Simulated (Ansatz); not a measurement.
Stepwise reaction of `C[N](C)[Ga]([Cl])[N](C)C` with hydrogen chloride, as a gas-phase model of exchange steps in deposition or etching. ΔE in kJ/mol.

Calculated with Ansatz (gas phase, PBE0-D4/def2-TZVP geometries, no zero-point term in ΔE). CCSD(T)/CBS adds triple-zeta CCSD(T) − MP2 to the extrapolated MP2 energy (def2 sets, frozen cores). This one scheme is used for every species. DFT in def2-TZVPP. B3LYP here is the variant with VWN-RPA as its local correlation; programs differ in this. For Ga outer-core shells are correlated without core-valence functions, which leaves a few kJ/mol of doubt a bond. Scalar relativity is left out up to krypton. One conformer a species, not always the lowest.

```tsv
step	reaction	PBE-D4	B3LYP-D4	ωB97M-V	CCSD(T)/CBS
2	`C[N](C)[Ga]([Cl])[Cl]` + HCl → `[Cl][Ga]([Cl])[Cl]` + `CNC`	-59.0	-60.0	-63.9	-52.5
```

(1) Give the row of step 1, `C[N](C)[Ga]([Cl])[N](C)C` + HCl → `C[N](C)[Ga]([Cl])[Cl]` + `CNC`. (An estimate is asked.)

(2) By hand: ΔE of the 2 steps together at CCSD(T)/CBS.

Answers

(1) The calculation gave: 
| step | reaction | PBE-D4 | B3LYP-D4 | ωB97M-V | CCSD(T)/CBS |
| --- | --- | --- | --- | --- | --- |
| 1 | `C[N](C)[Ga]([Cl])[N](C)C` + HCl → `C[N](C)[Ga]([Cl])[Cl]` + `CNC` | -86.4 | -87.0 | -90.7 | -82.2 |

(2) (-82.2) + (-52.5) = -134.7 kJ/mol, or -67.3 kJ/mol a step.

In ΔE each step is higher than the one before. All are downhill at CCSD(T)/CBS. PBE-D4 differs from CCSD(T)/CBS by -6.5 to -4.2 kJ/mol a step. Only this route is followed, and other bonds may react first. Isolated molecules leave out the surface, adducts and barriers. Largest T1 diagnostic: 0.012.
